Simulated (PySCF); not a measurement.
# Choosing a basis for TDDFT

C2H7GeNO.
Numbering: `[CH3:1][C:2](=[O:3])[GeH2:4][NH2:5]` (hydrogens: H6, H7, H8 on C1; H9, H10 on Ge4; H11, H12 on N5)

TDDFT with PBE0 (PySCF), vertical singlets, core orbitals frozen in the response, spherical d and f functions. Isolated species at its PBE0-D3(BJ)/def2-SVP geometry (one conformer only). The PBE0/6-31G* calculation is non-relativistic and has no spin–orbit coupling, an omission that weighs most on germanium.

Problem. Compare 6-31G*, def2-SVP, def2-SVPD, aug-cc-pVDZ, def2-TZVP and def2-TZVPD for this molecule.

Solution. 

```json
{"basis": "6-31G*", "functions": "102", "diffuse": "no", "S1 (eV)": "3.63", "S2 (eV)": "5.59", "S3 (eV)": "5.99", "S4 (eV)": "6.89", "S5 (eV)": "7.05", "LUMO (eV)": "-0.60", "α (au)": "56.1"}
{"basis": "def2-SVP", "functions": "123", "diffuse": "no", "S1 (eV)": "3.58", "S2 (eV)": "5.56", "S3 (eV)": "6.15", "S4 (eV)": "7.03", "S5 (eV)": "7.12", "LUMO (eV)": "-0.76", "α (au)": "58.1"}
{"basis": "def2-SVPD", "functions": "177", "diffuse": "yes", "S1 (eV)": "3.56", "S2 (eV)": "5.49", "S3 (eV)": "5.71", "S4 (eV)": "6.27", "S5 (eV)": "6.60", "LUMO (eV)": "-1.11", "α (au)": "68.7"}
{"basis": "aug-cc-pVDZ", "functions": "191", "diffuse": "yes", "S1 (eV)": "3.56", "S2 (eV)": "5.25", "S3 (eV)": "5.53", "S4 (eV)": "5.81", "S5 (eV)": "6.18", "LUMO (eV)": "-1.08", "α (au)": "70.5"}
{"basis": "def2-TZVP", "functions": "214", "diffuse": "no", "S1 (eV)": "3.56", "S2 (eV)": "5.53", "S3 (eV)": "5.88", "S4 (eV)": "6.74", "S5 (eV)": "6.77", "LUMO (eV)": "-0.98", "α (au)": "65.6"}
{"basis": "def2-TZVPD", "functions": "268", "diffuse": "yes", "S1 (eV)": "3.55", "S2 (eV)": "5.42", "S3 (eV)": "5.58", "S4 (eV)": "6.04", "S5 (eV)": "6.39", "LUMO (eV)": "-1.08", "α (au)": "70.1"}
```

States are compared by their number. Against the largest diffuse basis here (def2-TZVPD, itself not a converged limit), sets without diffuse functions differ by up to 0.08 eV in S1 and 0.73 eV in S5; the smaller diffuse sets differ by up to 0.01 and 0.21 eV. State by state, the largest deviation of a set without diffuse functions is S1 0.08, S2 0.17, S3 0.56, S4 0.99, S5 0.73 eV. The same number needn't mean the same state in each row. Against def2-TZVPD the polarisability deviates by -20% in 6-31G*, -17% in def2-SVP, -2% in def2-SVPD, +1% in aug-cc-pVDZ, -6% in def2-TZVP.
